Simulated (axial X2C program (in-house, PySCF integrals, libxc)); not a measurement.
## Nuclear properties of PdB

Calculated with an in-house all-electron X2C program for linear molecules (integrals from PySCF): two-component X2C with atomic mean-field Coulomb and Gaunt terms, Gaussian nuclei, basis Pd dyall-cv3z, B dyall-v3z with contracted cores.

R = 1.775 Å (near the PBE0 minimum at charge 0 of the determinant lowest at the starting distance; the state shown can have its own minimum elsewhere).

Determinant lowest in the PBE0 search, Ω = 1/2 (⟨Sz⟩ = 0.50, ⟨Lz⟩ = 0.00 at PBE0), spin on the atoms Pd 0.27, B 0.23:

| level | Eeff magnitude (GV/cm) | Ws magnitude Pd (kHz) | A∥/gI Pd (MHz) | qzz Pd (a.u.) | A∥/gI B (MHz) | qzz B (a.u.) | μ (D) |
| --- | --- | --- | --- | --- | --- | --- | --- |
| PBE0 | 0.87 | 1.01 | 5700 | 2.10 | 95.1 | -0.33 | -1.45 |
| HF | 3.9 | 4.48 | 5310 | 1.24 | 73.6 | -0.43 | -2.01 |
| TPSSh | 0.563 | 0.663 | 5690 | 2.12 | 110 | -0.32 | -1.54 |
| r2SCAN | 0.0526 | 0.164 | 5810 | 2.13 | 122 | -0.32 | -1.38 |
| LDA | 0.626 | 0.613 | 5720 | 2.33 | 131 | -0.30 | -1.07 |

Determinant 1.31 eV from it at PBE0 and this distance, Ω = 3/2 (⟨Sz⟩ = 0.50, ⟨Lz⟩ = 1.00 at PBE0), spin on the atoms Pd 0.04, B 0.46:

```json
{"level": "PBE0", "Eeff magnitude (GV/cm)": "0.164", "Ws magnitude Pd (kHz)": "0.169", "A∥/gI Pd (MHz)": "-41.7", "qzz Pd (a.u.)": "2.20", "A∥/gI B (MHz)": "33.4", "qzz B (a.u.)": "0.08", "μ (D)": "-2.88"}
{"level": "HF", "Eeff magnitude (GV/cm)": "2.36", "Ws magnitude Pd (kHz)": "0.893", "A∥/gI Pd (MHz)": "-399", "qzz Pd (a.u.)": "2.02", "A∥/gI B (MHz)": "66.8", "qzz B (a.u.)": "0.09", "μ (D)": "-3.11"}
{"level": "TPSSh", "Eeff magnitude (GV/cm)": "0.235", "Ws magnitude Pd (kHz)": "0.198", "A∥/gI Pd (MHz)": "-53.3", "qzz Pd (a.u.)": "2.25", "A∥/gI B (MHz)": "37.4", "qzz B (a.u.)": "0.09", "μ (D)": "-2.95"}
{"level": "r2SCAN", "Eeff magnitude (GV/cm)": "0.547", "Ws magnitude Pd (kHz)": "0.317", "A∥/gI Pd (MHz)": "-143", "qzz Pd (a.u.)": "2.35", "A∥/gI B (MHz)": "44", "qzz B (a.u.)": "0.08", "μ (D)": "-2.90"}
{"level": "LDA", "Eeff magnitude (GV/cm)": "0.129", "Ws magnitude Pd (kHz)": "0.149", "A∥/gI Pd (MHz)": "-26.4", "qzz Pd (a.u.)": "2.47", "A∥/gI B (MHz)": "36.7", "qzz B (a.u.)": "0.07", "μ (D)": "-2.46"}
```

Eeff is the effective electric field on the electron electric dipole moment in this Ω state and Ws the scalar–pseudoscalar constant of the nucleus named (defined with the proton number Z and per Ω); A∥ (defined per Ω) follows by multiplying with gI = μI/(I μN); qzz is the electric field gradient, eQq0 = 234.96 MHz × Q/barn × qzz; μ is positive if the B end (last atom) is positive. The operators were transformed with the bare-nucleus X2C matrices; with these basis sets, hyperfine constants and field gradients can be off by tens of per cent, and where levels differ in sign neither size nor sign is settled.

Q: With gI(105Pd) = -0.2570, Q(105Pd) = 0.66 barn, gI(11B) = 1.7924, Q(11B) = 0.04059 barn (g factors from the IAEA table of nuclear moments by Stone; Q from Pyykkö, Mol. Phys. 2018), turn the PBE0 values of the first state into constants in MHz.

A: A∥(105Pd) = 5700 × -0.2570 = -1460 MHz; eQq0(105Pd) = 234.96 × (0.66) × (2.10) = 326 MHz; A∥(11B) = 95.1 × 1.7924 = 170 MHz; eQq0(11B) = 234.96 × (0.04059) × (-0.33) = -3.15 MHz.

Each state is one determinant with collinear spin. Unrestricted Hartree–Fock can overshoot spin polarisation at the nuclei. In the state Ω = 1/2 the sign of Eeff differs between levels (LDA against PBE0). Where Eeff spreads by more than a factor of two the levels disagree and none is to be relied on. The search compared states at one distance, so a state with another bond length can lie lower. The sign of Ws at Pd differs between levels in the first state. PBE0 term energies can be off by some tenths of an eV.
